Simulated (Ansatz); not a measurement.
Relaxation of H7NO2Sn (11 atoms, charge 0, multiplicity 1), to a largest force component of 0.03 eV/Å in at most 50 steps.

These are results of RKS B3LYP-D4/def2-SVP (Ansatz), not measurements.

```xyz
11
Properties=species:S:1:pos:R:3:forces:R:3
Sn 0.132 0.543 -0.100 0.14 0.49 0.22
H 0.867 -0.423 2.583 0.18 -1.86 0.07
O 1.787 -0.398 -0.681 0.00 -0.01 0.02
H 1.630 -1.061 -1.367 0.00 0.00 -0.01
O -0.650 1.511 -1.665 -0.04 -0.03 -0.01
H -1.514 1.160 -1.927 0.05 0.03 0.01
H -1.052 -0.521 0.546 0.01 0.00 0.00
N 0.825 2.039 1.169 -0.21 -0.26 -0.46
H 1.842 1.953 1.244 0.00 -0.01 0.00
H 0.645 2.944 0.725 0.00 -0.02 0.00
H 0.812 0.292 2.611 -0.14 1.68 0.16
```

Where does it end, and by what steps?

It converged. The force dipped under the threshold on the way, but the program's further checks kept it going. After 19 steps the energy has fallen by 0.133 eV; H2 moved furthest, 1.42 Å.

| step | energy less start (eV) | largest force component (eV/Å) | accepted |
| --- | --- | --- | --- |
| 0 | 0.0000 | 1.864 | yes |
| 1 | -0.0897 | 0.110 | yes |
| 2 | -0.1060 | 0.109 | yes |
| 3 | -0.1087 | 0.207 | yes |
| 4 | -0.1105 | 0.111 | yes |
| 5 | -0.1133 | 0.250 | yes |
| 6 | -0.1139 | 0.295 | yes |
| 7 | -0.1170 | 0.215 | yes |
| 8 | -0.1202 | 0.027 | yes |
| 9 | -0.1211 | 0.259 | yes |
| 10 | -0.1242 | 0.135 | yes |
| 11 | -0.1272 | 0.020 | yes |
| 12 | -0.1265 | 0.383 | no |
| 13 | -0.1286 | 0.029 | yes |
| 14 | -0.1293 | 0.129 | yes |
| 15 | -0.1301 | 0.082 | yes |
| 16 | -0.1310 | 0.041 | yes |
| 17 | -0.1314 | 0.171 | yes |
| 18 | -0.1324 | 0.056 | yes |
| 19 | -0.1327 | 0.015 | yes |

```xyz
11
Properties=species:S:1:pos:R:3
Sn 0.200 0.483 -0.384
H 0.563 0.061 3.878
O 1.772 -0.155 -1.432
H 1.646 -1.031 -1.821
O -0.922 1.733 -1.459
H -1.546 1.287 -2.048
H -0.731 -0.849 0.177
N 1.013 1.675 1.049
H 2.026 1.734 0.935
H 0.639 2.624 0.997
H 0.664 0.477 3.245
```

Whether the end is a true minimum wasn't checked by a vibrational analysis.

Run time: 54 s on 2 threads of Arm Neoverse V2, with other jobs on the host, peak memory 0.23 GiB.
